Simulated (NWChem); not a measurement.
System: Si$_{2}$H$_{3}$Cl$_{2}$F; SMILES F[SiH2][SiH](Cl)Cl

NWChem input:

```
start job
memory heap 200 mb stack 900 mb global 1100 mb
geometry units angstroms noautosym nocenter noautoz
  Si     0.398801    -1.755630    -0.460692
  F     -0.544182    -2.860570     0.254813
  Si    -0.006185     0.357605     0.484669
  Cl     1.327608     1.676876    -0.420582
  Cl    -1.956526     0.974742     0.125497
  H      0.094997    -1.711484    -1.912893
  H      1.822059    -2.117373    -0.232307
  H      0.212104     0.459138     1.946496
end
basis spherical
  * library def2-svp
end
dft
  xc xpbe96 cpbe96
  iterations 150
end
cosmo
  do_cosmo_smd true
  solvent water
end
task dft energy
```

NWChem printed, in part:

```
             Northwest Computational Chemistry Package (NWChem) 7.3.0
             --------------------------------------------------------

                             Geometry "geometry" -> ""
                             -------------------------

 Output coordinates in angstroms (scale by  1.889725989 to convert to a.u.)

  No.       Tag          Charge          X              Y              Z
 ---- ---------------- ---------- -------------- -------------- --------------
    1 Si                  14.0000     0.39880100    -1.75563000    -0.46069200
    2 F                    9.0000    -0.54418200    -2.86057000     0.25481300
    3 Si                  14.0000    -0.00618500     0.35760500     0.48466900
    4 Cl                  17.0000     1.32760800     1.67687600    -0.42058200
    5 Cl                  17.0000    -1.95652600     0.97474200     0.12549700
    6 H                    1.0000     0.09499700    -1.71148400    -1.91289300
    7 H                    1.0000     1.82205900    -2.11737300    -0.23230700
    8 H                    1.0000     0.21210400     0.45913800     1.94649600

 Effective nuclear repulsion energy (a.u.)     420.1999561023

  pbe96 is a nonlocal functional; adding pw91lda local functional.

                                 NWChem DFT Module
                                 -----------------

 Summary of "ao basis" -> "ao basis" (spherical)
 ------------------------------------------------------------------------------
       Tag                 Description            Shells   Functions and Types
 ---------------- ------------------------------  ------  ---------------------
 Si                         def2-svp                 8       18   4s3p1d
 F                          def2-svp                 6       14   3s2p1d
 Cl                         def2-svp                 8       18   4s3p1d
 H                          def2-svp                 3        5   2s1p

 in cosmo_initialize ...
 calling solv_data for solv:h2o

 solvent parameters
 solvname_short: h2o
 solvname_long:  water
 dielec:       78.4000
 dielecinf:     1.7769
 aqueous SMD model solvent descriptors
 dielec:       78.4000
 sola:          0.8200

          ---------------
          -cosmo- solvent
          ---------------
 Cosmo: York-Karplus, doi: 10.1021/jp992097l
 dielectric constant -eps-     =  78.40
 screen = (eps-1)/(eps    )    =   0.98724
 surface charge correction     = lagrangian

   van der Waals surface
 --------------------------

 ---------- ATOMIC COORDINATES (A.U.) ------------ VDWR(ANG.) --
     1    0.75362461   -3.31765964   -0.87058165     2.470
     2   -1.02835487   -5.40569347    0.48152675     1.730
     3   -0.01168796    0.67577546    0.91589161     2.470
     4    2.50881534    3.16883616   -0.79478474     2.380
     5   -3.69729803    1.84199529    0.23715494     2.380
     6    0.17951830   -3.23423579   -3.61484362     1.200
     7    3.44319225   -4.00125479   -0.43899658     1.200
     8    0.40081844    0.86764501    3.67834408     1.200
 number of segments per atom =        128
 number of   points per atom =        128
 atom (   nspa,  nppa )
 ----------------------
    1 (     75,     0 )       0
    2 (     66,     0 )       0
    3 (     36,     0 )       0
    4 (     87,     0 )       0
    5 (     87,     0 )       0
    6 (     31,     0 )       0
    7 (     31,     0 )       0
    8 (     31,     0 )       0
 number of -cosmo- surface points =      444
 molecular surface =    174.294 angstrom**2
 molecular volume  =    174.156 angstrom**3
 -lineq- algorithm             =   0
 -bem- low  level              =   3
 -bem- from -octahedral-
 gaussian surface charge width =   4.50000
 degree of switching           =   1.00000
 switching function tolerance  =   0.00010
 atomic radii =
 --------------
    1 14.000  2.470
    2  9.000  1.730
    3 14.000  2.470
    4 17.000  2.380
    5 17.000  2.380
    6  1.000  1.200
    7  1.000  1.200
    8  1.000  1.200
 ...... end of -cosmo- initialization ......

 nat:                     8
 ixmem:                  3618
 calling mnsol_interface()
 G(SMD-CDS) energy (kcal/mol)  =     3.166
 SMD-CDS SASA (angstrom**2)    =   173.770

[...]

                                COSMO-SMD solvation results
                                ---------------------------

             internal energy in gas <Psi(g)|H|Psi(g)> =     -1599.847157201563
         internal energy in solvent <Psi(s)|H|Psi(s)> =     -1599.846694366971
                               delta internal energy  =         0.000462834592 (    0.29 kcal/mol)
   total free energy in solvent <Psi(s)|H+V/2|Psi(s)> =     -1599.850336861855
 polarization energy contribution <Psi(s)|V/2|Psi(s)> =        -0.003642494884 (   -2.29 kcal/mol)
    total free energy in solvent including G(SMD-CDS) =     -1599.845291605018
                       G(SMD-CDS) energy contribution =         0.005045256837 (    3.17 kcal/mol)
     1 M fixed-concentration free energy of solvation =         0.001865596545 (    1.17 kcal/mol)

                       DFT Final Molecular Orbital Analysis
                       ------------------------------------

 Vector   35  Occ=2.000000D+00  E=-2.946567D-01
              MO Center=  2.1D-01,  1.1D+00, -3.4D-02, r^2= 4.2D+00
   Bfn.  Coefficient  Atom+Function         Bfn.  Coefficient  Atom+Function
  ----- ------------  ---------------      ----- ------------  ---------------
    63      0.451610  4 Cl pz                60      0.337921  4 Cl pz
    80     -0.301633  5 Cl py                77     -0.216164  5 Cl py
    57      0.196749  4 Cl pz                81      0.175753  5 Cl pz
    97     -0.163261  8 H  s                 78      0.135170  5 Cl pz
    61      0.128084  4 Cl px                98     -0.127921  8 H  s

 Vector   36  Occ=2.000000D+00  E=-2.866704D-01
              MO Center= -2.7D-01,  1.2D+00, -1.3D-01, r^2= 4.3D+00
   Bfn.  Coefficient  Atom+Function         Bfn.  Coefficient  Atom+Function
  ----- ------------  ---------------      ----- ------------  ---------------
    61      0.412478  4 Cl px                58      0.309365  4 Cl px
    80      0.308356  5 Cl py                79      0.246210  5 Cl px
    77      0.234289  5 Cl py                81     -0.222406  5 Cl pz
    76      0.183257  5 Cl px                55      0.179450  4 Cl px
    78     -0.168903  5 Cl pz                62     -0.161696  4 Cl py

 Vector   37  Occ=2.000000D+00  E=-2.516786D-01
              MO Center=  2.1D-02, -7.7D-02,  7.8D-02, r^2= 4.9D+00
   Bfn.  Coefficient  Atom+Function         Bfn.  Coefficient  Atom+Function
  ----- ------------  ---------------      ----- ------------  ---------------
    62      0.251222  4 Cl py                80      0.237101  5 Cl py
    81      0.210064  5 Cl pz                 9      0.202661  1 Si py
    97     -0.199314  8 H  s                 41     -0.188966  3 Si py
    63      0.183569  4 Cl pz                59      0.171998  4 Cl py
    77      0.167740  5 Cl py                23      0.156077  2 F  py

 Vector   38  Occ=0.000000D+00  E=-6.129054D-02
              MO Center=  2.0D-01, -6.9D-01, -6.3D-03, r^2= 4.3D+00
   Bfn.  Coefficient  Atom+Function         Bfn.  Coefficient  Atom+Function
  ----- ------------  ---------------      ----- ------------  ---------------
    12      0.459105  1 Si py                44      0.402652  3 Si py
    43      0.379437  3 Si px                11      0.308809  1 Si px
    62      0.275823  4 Cl py                21      0.270679  2 F  s
    54     -0.261037  4 Cl s                 45     -0.257501  3 Si pz
    13     -0.236283  1 Si pz                61      0.180505  4 Cl px

 Vector   39  Occ=0.000000D+00  E=-4.025123D-02
              MO Center= -2.6D-02,  3.1D-02,  1.3D-01, r^2= 4.2D+00
   Bfn.  Coefficient  Atom+Function         Bfn.  Coefficient  Atom+Function
  ----- ------------  ---------------      ----- ------------  ---------------
    43      0.622744  3 Si px                79      0.480513  5 Cl px
    35     -0.406145  3 Si s                 72      0.406427  5 Cl s
    45      0.384717  3 Si pz                88      0.319257  6 H  s
    93     -0.310453  7 H  s                 44     -0.307024  3 Si py
    13      0.285954  1 Si pz                61     -0.265021  4 Cl px

 Vector   40  Occ=0.000000D+00  E=-1.595619D-03
              MO Center=  2.6D-01, -3.2D-01,  1.1D-01, r^2= 5.0D+00
   Bfn.  Coefficient  Atom+Function         Bfn.  Coefficient  Atom+Function
  ----- ------------  ---------------      ----- ------------  ---------------
    36      0.938132  3 Si s                 35      0.864415  3 Si s
     4     -0.769149  1 Si s                 12     -0.753610  1 Si py
    98     -0.710790  8 H  s                 88      0.433279  6 H  s
    34      0.359944  3 Si s                 44     -0.358109  3 Si py
    43      0.343710  3 Si px                 3     -0.297136  1 Si s

     Multipole analysis of the density
     ---------------------------------

     L   x y z        total         alpha         beta         nuclear
     -   - - -        -----         -----         ----         -------
     0   0 0 0     -0.000000    -37.000000    -37.000000     74.000000

     1   1 0 0      0.493604      7.771180      7.771180    -15.048757
     1   0 1 0     -0.283751      3.268790      3.268790     -6.821331
     1   0 0 1      0.038730      2.462926      2.462926     -4.887122

     2   2 0 0    -43.852330   -206.381231   -206.381231    368.910133
     2   1 1 0     -1.717756    -10.998870    -10.998870     20.279984
     2   1 0 1      0.336612     31.809066     31.809066    -63.281519
     2   0 2 0    -46.046849   -362.569592   -362.569592    679.092334
     2   0 1 1      1.326074     -2.799299     -2.799299      6.924672
     2   0 0 2    -41.406704    -52.166525    -52.166525     62.926346
```

Level: PBE/def2-SVP, SMD on the gas-phase geometry. Geometry: optimised at B3LYP/6-31G* (spherical d). Solvent: water.
